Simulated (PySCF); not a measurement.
Job file and geometry (Å, from GFN2-xTB) of an NMR shielding run on SMILES C(C)[SiH2]OBO[SiH3], C$_{2}$H$_{11}$BO$_{2}$Si$_{2}$, GIAO PBE0/pcSseg-1 NMR shielding, non-relativistic, gas phase in PySCF 2.14.0, density-fitted response routines; density fitting, a coarse starting grid and PySCF grid level 2 are the driver's defaults:

```
$ OMP_NUM_THREADS=1 python probes_run.py task.json out

{"job": {"kind": "nmr", "xc": "PBE0", "basis": "pcSseg-1"}, "charge": 0, "multiplicity": 1}
C     -2.183044     1.075939    -0.125686
C     -1.562445    -0.212299     0.411844
Si    -0.802671    -1.299113    -0.959267
O      0.188743    -0.411646    -1.885078
B      1.302157     0.311760    -1.995031
O      2.209417     0.408659    -1.026431
Si     2.720296     0.043532     0.460233
H     -1.440612     1.659147    -0.667306
H     -3.000597     0.853244    -0.808231
H     -2.574538     1.689340     0.685228
H     -2.325185    -0.775420     0.952084
H     -0.796496     0.049600     1.146675
H     -0.079548    -2.429620    -0.365275
H     -1.803750    -1.740662    -1.932161
H      1.496632     0.895664    -3.001845
H      1.829834    -0.876821     1.174956
H      2.782453     1.333720     1.146925
H      4.030594    -0.568705     0.247190
```

Question: Write the output of this run.

Answer: 
```
coarse grid: 15504 points
cycle   1  E = -836.4559981610  dE =  6.747e-01  |g| = 9.550e-01  |ddm| = 3.663e+00
cycle   2  E = -836.2509194129  dE =  2.051e-01  |g| = 1.415e+00  |ddm| = 1.707e+00
cycle   3  E = -836.6193888687  dE = -3.685e-01  |g| = 8.300e-02  |ddm| = 1.158e+00
cycle   4  E = -836.6204023857  dE = -1.014e-03  |g| = 4.449e-02  |ddm| = 9.651e-02
cycle   5  E = -836.6208861375  dE = -4.838e-04  |g| = 6.606e-03  |ddm| = 3.925e-02
cycle   6  E = -836.6208960207  dE = -9.883e-06  |g| = 1.249e-03  |ddm| = 7.350e-03
final grid: 138984 points
cycle   7  E = -836.6812686151  dE = -3.622e-05  |g| = 1.095e-02  |ddm| = 2.446e-02
cycle   8  E = -836.6812477425  dE =  2.087e-05  |g| = 1.526e-02  |ddm| = 1.657e-02
cycle   9  E = -836.6812918651  dE = -4.412e-05  |g| = 8.575e-04  |ddm| = 9.967e-03
cycle  10  E = -836.6812920171  dE = -1.520e-07  |g| = 2.412e-04  |ddm| = 9.236e-04
cycle  11  E = -836.6812920296  dE = -1.247e-08  |g| = 5.727e-05  |ddm| = 2.170e-04
cycle  12  E = -836.6812920302  dE = -6.751e-10  |g| = 2.262e-05  |ddm| = 6.007e-05
converged SCF energy = -836.6812920302

GIAO shielding tensors (ppm)
atom      isotropic    diamagn.    paramagn.     s11        s22        s33       span
  0 C      177.201     247.915     -70.714    169.536    174.879    187.187     17.651
  1 C      175.086     256.101     -81.015    166.704    177.504    181.052     14.348
  2 Si     373.012     880.943    -507.931    331.062    375.936    412.037     80.975
  3 O      216.632     399.451    -182.819    119.855    205.722    324.320    204.466
  4 B       80.809     196.479    -115.670     71.992     73.908     96.526     24.534
  5 O      226.283     398.390    -172.108    145.618    206.700    326.530    180.912
  6 Si     396.602     880.368    -483.766    363.023    365.267    461.517     98.494
  7 H       30.563      32.555      -1.992     25.514     30.519     35.654     10.140
  8 H       30.648      29.473       1.174     26.346     28.160     37.437     11.091
  9 H       30.250      29.699       0.551     25.286     27.725     37.739     12.453
 10 H       31.136      31.757      -0.620     26.206     29.233     37.969     11.763
 11 H       30.509      36.224      -5.715     26.729     28.406     36.393      9.664
 12 H       26.286      30.836      -4.550     23.251     24.854     30.753      7.502
 13 H       26.652      29.555      -2.903     22.862     25.075     32.020      9.158
 14 H       27.580      28.840      -1.260     23.965     26.812     31.963      7.998
 15 H       26.284      32.264      -5.980     22.592     27.067     29.194      6.602
 16 H       26.588      30.334      -3.746     23.693     24.617     31.453      7.760
 17 H       26.557      28.551      -1.994     23.164     24.688     31.820      8.656
```

Size and cost of the density-fitted run: 188 basis functions, 49 s wall time on 1 thread of an Arm Neoverse N1, shared host; peak memory 0.85 GiB.
